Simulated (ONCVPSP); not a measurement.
# Cutoff test, tellurium, ONCV

* Element: tellurium
* Generator: ONCVPSP 4.0.1
* Type: optimised norm-conserving Vanderbilt (ONCV)
* Functional: PBE
* Relativity: scalar-relativistic
* Frozen core: [Ar] 3d10
* Valence charge: 24
* Reference configuration: 4s2 4p6 4d10 5s2 5p3 (charge +1)
* Partial waves: 4s+5s: rc 1.30 bohr, ncon 3, nbas 7, qcut 12.2 1/bohr, 2 projectors; 4p+5p: rc 1.60 bohr, ncon 3, nbas 6, qcut 10 1/bohr, 3 projectors, debl 1.6 Ha; 4d: rc 0.95 bohr, ncon 4, nbas 7, qcut 10.9 1/bohr, 2 projectors, debl 1.4 Ha
* Local potential: polynomial inside 0.90 bohr (lpopt 5, dvloc0 1 Ha)
* Core correction: none

In the d channel the program set the typed energies aside and used -1.862, 0.250 Ha.

For each optimised wave give the share of its norm inside rc, the residual kinetic energy above qcut (Ha) and the cutoffs (Ha) for errors of 10, 1, 0.1 and 0.01 mHa per electron.

```csv
wave,norm inside rc,residual KE,10 mHa,1 mHa,0.1 mHa,0.01 mHa
4s,0.967,3.0e-08,38.4,48.0,55.8,62.4
5s,0.111,2.2e-08,33.7,44.8,53.7,61.0
4p,0.986,5.8e-09,22.7,28.4,33.2,37.4
5p,0.133,5.6e-09,18.4,24.5,29.6,33.9
p projector 3,0.124,2.1e-08,19.1,24.9,29.7,33.6
4d,0.536,2.1e-04,42.1,52.9,65.1,169.1
d projector 2,0.053,8.5e-05,33.9,46.7,58.6,101.5
```

The occupied waves need 53 Ha and 65 Ha for 1 and 0.1 mHa.
